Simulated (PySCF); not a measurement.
GeCl2, SMILES [Cl][Ge][Cl] (connectivity only; charge and spin as stated), neutral, multiplicity 1.

Geometry: PBE0-D3(BJ)/def2-TZVP. The isomer is the one that the SMILES or the coordinates give; other isomers of the formula were not compared.

Computed with PBE0-D3(BJ)/def2-TZVP (PySCF).

Frequencies are harmonic and unscaled.

```
mode  ν (cm⁻¹)  IR (km/mol)  Raman (Å⁴/amu)  depolarisation  moving atoms (share of kinetic energy)
----  --------  -----------  --------------  --------------  --------------------------------------
1          158          2.1             4.2            0.61                        Cl 81 %, Ge 19 %
2          388        122.4             9.4            0.75                        Cl 64 %, Ge 36 %
3          409         51.5            13.1            0.15                        Cl 69 %, Ge 31 %
```
